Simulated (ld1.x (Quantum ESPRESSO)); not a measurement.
## gadolinium, TM semilocal: configuration errors across variants

Gd (Z = 64), norm-conserving Troullier–Martins (semilocal form), made with ld1.x (Quantum ESPRESSO) 7.5 (LDA (PZ), scalar-relativistic). Core [Kr] 4d10, reference 4f7 5s2 5p6 5d1 6s0.5 6p0 (charge +1.5). Waves: 5p (bound): rc 1.75 bohr; 5d (bound): rc 3.00 bohr; 4f (bound): rc 0.70 bohr; 5s (bound): rc 1.80 bohr. Local part: the s channel. Core correction: none.

Occupied shells without a wave of their own: 6s. They enter only through the test configuration that unscreens the potential.

All-electron excitation energies from the reference (eV): (1) 4f7 5s2 5p6 5d1 6s2 6p0 -12.334; (2) 4f7 5s2 5p6 5d1 6s1 6p0 -5.478; (3) 4f7 5s2 5p6 5d1 6s0 6p0 6.899; (4) 4f8 5s2 5p6 5d0 6s2 6p0 -16.147; (5) 4f6 5s2 5p6 5d2 6s2 6p0 -3.366; (6) 4f7 5s2 5p6 5d1 6s1 6p1 -9.373; (7) 4f6 5s2 5p6 5d1 6s2 6p0 4.143; (8) 4f7 5s2 5p6 5d1 6s0.5 6p0 spin -9.484; (9) 4f7 5s2 5p6 5d1 6s2 6p0 spin -21.460.

Spin tests fill each open shell by Hund’s rule, majority spin first.

A semilocal file is local in each channel, so a ghost entry of none says nothing of the separable form that plane-wave codes build from it.

For the base: The 6s level has no wave, so the channel is fitted at the deeper level alone: the likely source of the large errors.

Tests that are not counted but printed errors over 1 eV. “wave 4f (bound): rc 0.70 bohr becomes 4f (bound): rc 0.94 bohr”: 4f7 5s2 5p6 5d1 6s1 6p1 (pseudo-atom not self-consistent, printed error -1767 eV). “wave 4f (bound): rc 0.70 bohr becomes 4f (bound): rc 1.02 bohr”: 4f7 5s2 5p6 5d1 6s1 6p1 (solver errors, printed error -3.7 eV).

The file “base” misses its own reference levels by 0.5 eV. The file “wave 4f (bound): rc 0.70 bohr becomes 4f (bound): rc 0.56 bohr” misses its own reference levels by 0.5 eV. The file “wave 4f (bound): rc 0.70 bohr becomes 4f (bound): rc 0.64 bohr” misses its own reference levels by 0.5 eV. The file “wave 4f (bound): rc 0.70 bohr becomes 4f (bound): rc 0.76 bohr” misses its own reference levels by 0.5 eV. The file “wave 4f (bound): rc 0.70 bohr becomes 4f (bound): rc 0.84 bohr” misses its own reference levels by 0.5 eV. The file “wave 4f (bound): rc 0.70 bohr becomes 4f (bound): rc 0.94 bohr” misses its own reference levels by 0.5 eV. The file “wave 4f (bound): rc 0.70 bohr becomes 4f (bound): rc 1.02 bohr” misses its own reference levels by 0.5 eV.

Errors AE − PS in meV (a dash: test not solved or not reliable):

| change | (1) | (2) | (3) | (4) | (5) | (6) | (7) | (8) | (9) | bound ghosts |
| --- | --- | --- | --- | --- | --- | --- | --- | --- | --- | --- |
| base | +543 | +234 | -309 | +207 | +698 | +244 | +1175 | +16253 | +16477 | none |
| wave 4f (bound): rc 0.70 bohr becomes 4f (bound): rc 0.56 bohr | +543 | +234 | -309 | +184 | +728 | +244 | +1206 | +16178 | +16401 | not determined |
| wave 4f (bound): rc 0.70 bohr becomes 4f (bound): rc 0.64 bohr | +543 | +234 | -309 | +202 | +704 | +244 | +1181 | +16233 | +16456 | not determined |
| wave 4f (bound): rc 0.70 bohr becomes 4f (bound): rc 0.76 bohr | +543 | +234 | -309 | +211 | +695 | +244 | +1172 | +16261 | +16485 | not determined |
| wave 4f (bound): rc 0.70 bohr becomes 4f (bound): rc 0.84 bohr | +543 | +234 | -309 | +214 | +696 | +244 | +1173 | +16241 | +16465 | not determined |
| wave 4f (bound): rc 0.70 bohr becomes 4f (bound): rc 0.94 bohr | +543 | +234 | -309 | +218 | +706 | – | +1183 | +16128 | +16352 | none |
| wave 4f (bound): rc 0.70 bohr becomes 4f (bound): rc 1.02 bohr | +543 | +234 | -309 | +221 | +719 | – | +1195 | +15989 | +16214 | none |

(1) Give the same row for: wave 4f (bound): rc 0.70 bohr becomes 4f (bound): rc 0.48 bohr.

Answers

(1) +543, +234, -309, +151, +772, +244, +1250, +16118, +16340; bound ghosts: not determined.
